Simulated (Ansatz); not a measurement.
Ge(iPr)2Cl2 (C₆H₁₄Cl₂Ge). The state is a triplet with charge 0. Geometry PBE-D4/def2-SVP, that of the neutral singlet; atoms count from 1.

```xyz
23

Ge   -0.374   -0.221   -0.685
C     1.346    0.753   -0.752
C     1.214    2.065    0.033
C     1.798    0.958   -2.201
H     2.060    0.075   -0.233
H     0.941    1.898    1.095
H     0.442    2.724   -0.416
H     2.174    2.624    0.023
H     2.781    1.475   -2.233
H     1.900   -0.007   -2.737
H     1.069    1.579   -2.760
C    -1.166   -0.650    1.077
C    -0.152   -1.447    1.908
C    -2.508   -1.367    0.909
H    -1.333    0.347    1.544
H     0.797   -0.894    2.064
H     0.096   -2.412    1.419
H    -0.568   -1.680    2.911
H    -2.968   -1.570    1.899
H    -3.222   -0.762    0.315
H    -2.377   -2.338    0.390
Cl   -0.118   -2.124   -1.754
Cl   -1.834    0.972   -1.815
```

At PBE0-D4/def2-TZVP a singlet of charge 0 lies 5.91 eV below the triplet at the same geometry.

Estimate the Mulliken populations from the PBE0/def2-TZVP orbitals of Ansatz.


| atom | charge (e) | spin (α − β) |
| --- | --- | --- |
| Ge1 | 0.27 | 0.60 |
| C2 | -0.04 | 0.32 |
| C3 | -0.38 | 0.00 |
| C4 | -0.36 | 0.00 |
| H5 | 0.11 | 0.02 |
| H6 | 0.13 | 0.00 |
| H7 | 0.15 | 0.01 |
| H8 | 0.14 | 0.03 |
| H9 | 0.14 | 0.03 |
| H10 | 0.15 | 0.01 |
| H11 | 0.14 | 0.01 |
| C12 | -0.04 | 0.32 |
| C13 | -0.38 | 0.00 |
| C14 | -0.36 | 0.00 |
| H15 | 0.11 | 0.02 |
| H16 | 0.13 | 0.00 |
| H17 | 0.15 | 0.01 |
| H18 | 0.14 | 0.03 |
| H19 | 0.14 | 0.03 |
| H20 | 0.15 | 0.01 |
| H21 | 0.14 | 0.01 |
| Cl22 | -0.32 | 0.27 |
| Cl23 | -0.32 | 0.27 |
Mulliken values and Mayer orders depend strongly on the basis.

Where does the spin sit?

Summed by element: Ge 0.60, C 0.64, H 0.22, Cl 0.54, of 2 unpaired in all. Largest on single atoms: Ge1 0.60, C2 0.32, C12 0.32.

And the Mayer bond orders between bonded heavy atoms (over 0.3)?

Ge1–C2 0.42 (1.98 Å); Ge1–C12 0.42 (1.98 Å); Ge1–Cl22 0.78 (2.20 Å); Ge1–Cl23 0.78 (2.20 Å); C2–C3 0.98 (1.53 Å); C2–C4 1.01 (1.53 Å); C12–C13 0.98 (1.53 Å); C12–C14 1.01 (1.53 Å).
